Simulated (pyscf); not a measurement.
**`[F][W]([F])(=[S])([SH])[SH]`, singlet**

Gas-phase minimum from PySCF at ωB97X-D3(BJ)/def2-SVP, one conformer. 

SMILES: [W]([SH])([SH])(=[S])([F])[F]
```xyz
8

F      0.4436    -1.0644     1.5576
W     -0.4421    -0.7101    -0.0306
F     -1.8514    -0.1642    -1.1155
S      0.9676    -1.2168    -1.4894
S     -0.2541     1.5243     0.7037
S     -1.7751    -2.5363     0.6426
H     -0.8075     2.0740    -0.3957
H     -2.5411    -2.5604    -0.4663
```

Bonds (Å): F1–W2 1.853, W2–F3 1.860, W2–S4 2.091, W2–S5 2.359, W2–S6 2.359, S5–H7 1.348, S6–H8 1.348. Bond angles (°): F1–W2–F3 156.7, F1–W2–S4 103.3, F1–W2–S5 82.9, F1–W2–S6 83.0, F3–W2–S4 100.1, F3–W2–S5 87.9, F3–W2–S6 88.0, S4–W2–S5 113.1, S4–W2–S6 113.1, S5–W2–S6 133.6, W2–S5–H7 95.7, W2–S6–H8 95.7.

Properties at ωB97X-D3(BJ)/def2-SVP:

```
Property                                                                                                                                                                                                       Result
---------------------------------------------------------------------------------------------------------------------  ----------------------------------------------------------------------------------------------
Harmonic wavenumbers, unscaled                                                                                         89, 121, 140, 165, 190, 231, 250, 290, 296, 382, 402, 606, 671, 686, 703, 708, 2761, 2762 cm⁻¹
Zero-point energy                                                                                                                                                                                       16.4 kcal/mol
Rotational symmetry number                                                                                                                                                                                          1
Entropy of this conformer at 298 K and 1 atm, rigid rotor and harmonic oscillator, modes under 100 cm⁻¹ raised to 100                                                                                 406.1 J/(mol K)
Dipole moment                                                                                                                                                                                                  1.88 D
```

Single-point totals, which compare only within one level:

```json
[
 {"level": "ωB97X-D3(BJ)/def2-TZVP", "total energy (hartree)": "-1462.98470"},
 {"level": "PBE/def2-TZVP", "total energy (hartree)": "-1462.26842"},
 {"level": "r²SCAN/def2-TZVP", "total energy (hartree)": "-1462.80098"},
 {"level": "B3LYP-D3(BJ)/def2-TZVP", "total energy (hartree)": "-1463.00009"},
 {"level": "PBE0-D3(BJ)/def2-TZVP", "total energy (hartree)": "-1462.29603"},
 {"level": "M06-2X/def2-TZVP", "total energy (hartree)": "-1462.64859"},
 {"level": "ωB97M-D3(BJ)/def2-TZVP", "total energy (hartree)": "-1463.02246"}
]
```

Soft torsions are taken as harmonic, which can shift the entropy by several J/(mol K). Elements past Kr carry the def2 core potentials, without spin-orbit coupling.
